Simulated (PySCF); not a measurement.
C6H9NS.
Geometry (PBE0-D3(BJ)/def2-SVP, Å), atoms numbered from 1 in this order:
```xyz
17
C6H9NS angstrom
C     -1.8984   -0.2035    0.7004
C     -0.9425    0.0887   -0.4436
S     -1.6252    1.2952   -1.6405
C      0.4204    0.5167    0.0380
C      1.6365    0.3181   -0.7908
C      1.4233   -0.5524    0.4286
C      2.2352   -0.3706    1.5995
N      2.8820   -0.2059    2.5467
H     -2.0510    0.6943    1.3197
H     -1.4916   -0.9932    1.3523
H     -2.8785   -0.5256    0.3230
H     -0.8244   -0.8164   -1.0640
H     -1.7422    2.3138   -0.7608
H      0.4146    1.4017    0.6839
H      2.4283    1.0682   -0.7456
H      1.5204   -0.1697   -1.7619
H      1.1294   -1.5918    0.2492
```

All values: wB97X-D/def2-SVPD (PySCF, non-relativistic), on one gas-phase PBE0-D3(BJ)/def2-SVP geometry that isn't relaxed in the solvent. The solvent is an IEF-PCM continuum (cavity from Bondi-type radii × 1.2), and excitations are vertical TDDFT with non-equilibrium linear response and a frozen core. Only the electrostatic response of the medium enters.

Gas-phase singlets (H = HOMO, L = LUMO):

```tsv
state	E (eV)	λ (nm)	f	leading configurations
S1	5.631	220	0.002	H→L 78%
S2	6.478	191	0.046	H→L+1 81%
S3	7.077	175	0.010	H→L+2 39%, H-1→L+5 13%
S4	7.217	172	0.006	H→L+2 26%, H→L+4 13%
S5	7.556	164	0.113	H→L+3 22%, H-1→L+3 11%
```

Give the list for chloroform (ε = 4.711), n² = 2.09.

| state | E (eV) | λ (nm) | f | leading configurations | change by rank (eV) |
| --- | --- | --- | --- | --- | --- |
| S1 | 5.747 | 216 | 0.001 | H→L 58%, H→L+1 14% | +0.116 |
| S2 | 6.508 | 191 | 0.082 | H→L+1 65%, H→L 16% | +0.030 |
| S3 | 7.106 | 174 | 0.004 | H-1→L+2 37%, H→L+2 14% | +0.029 |
| S4 | 7.365 | 168 | 0.016 | H→L+2 30%, H→L+4 26% | +0.148 |
| S5 | 7.499 | 165 | 0.217 | H-1→L 25%, H→L+3 20% | -0.057 |

How does the list change in acetonitrile (ε = 35.69)?

```csv
state,E (eV),λ (nm),f,leading configurations,change by rank (eV)
S1,5.809,213,0.001,"H→L 49%, H→L+1 15%",+0.178
S2,6.535,190,0.087,"H→L+1 55%, H→L 24%",+0.057
S3,7.099,175,0.003,"H-1→L+2 40%, H-1→L+1 13%",+0.022
S4,7.448,166,0.019,"H→L+5 37%, H→L+4 23%",+0.231
S5,7.483,166,0.216,"H-1→L 27%, H→L+3 17%",-0.073
```

The ground-state energy changes by -0.427 eV from gas to acetonitrile. By how much does the total energy of gas-phase S2 change?

E(S2) = E(S0) + excitation energy, so it changes by -0.427 + 0.057 = -0.370 eV: it is lowered less than the ground state, which is what a blue shift means. This is the vertical state, with the slow part of the continuum still set for S0.

How do the frontier levels move from gas to acetonitrile?

```tsv
orbital	gas (eV)	solvent (eV)	change (eV)	Löwdin shares, gas	Löwdin shares, solvent
LUMO+2	1.95	2.28	+0.33	S3 21 %, H17 13 %, C6 10 %, N8 9 %	N8 23 %, C7 21 %, S3 17 %, C6 8 %
LUMO+1	1.86	2.12	+0.26	S3 55 %, H13 10 %, C2 5 %, N8 4 %	S3 42 %, H13 8 %, N8 6 %, C7 6 %
LUMO	1.69	1.92	+0.23	S3 44 %, H13 12 %, C2 7 %, C1 5 %	S3 46 %, N8 13 %, C7 12 %, C2 8 %
HOMO	-9.09	-8.91	+0.18	S3 74 %, C2 7 %, H13 6 %, C4 4 %	S3 74 %, C2 7 %, H13 6 %, C4 4 %
HOMO-1	-10.37	-10.22	+0.15	N8 22 %, C6 18 %, S3 15 %, C7 14 %	C6 19 %, S3 18 %, N8 15 %, C4 14 %
HOMO-2	-10.92	-10.70	+0.22	C5 22 %, N8 21 %, C7 15 %, C4 13 %	C5 28 %, C4 16 %, N8 13 %, C6 12 %
HOMO-3	-11.71	-11.47	+0.24	S3 37 %, N8 15 %, C7 12 %, C2 10 %	S3 32 %, C2 13 %, C4 11 %, C1 9 %
```

The HOMO–LUMO gap goes from 10.77 to 10.83 eV. Rows go by rank; for HOMO-3, HOMO-2, HOMO-1, LUMO, LUMO+1 and LUMO+2 the atom shares or the degeneracy differ between the runs, so the row needn't follow one orbital.

Cost: about 2.2 min of CPU time on one thread; the machine was shared, so the figure is rough. This is the whole response run at wB97X-D/def2-SVPD in acetonitrile, SCF included.

The pairwise dispersion term of wB97X-D wasn't added to the energies; at a given geometry it leaves orbitals and properties as they are.
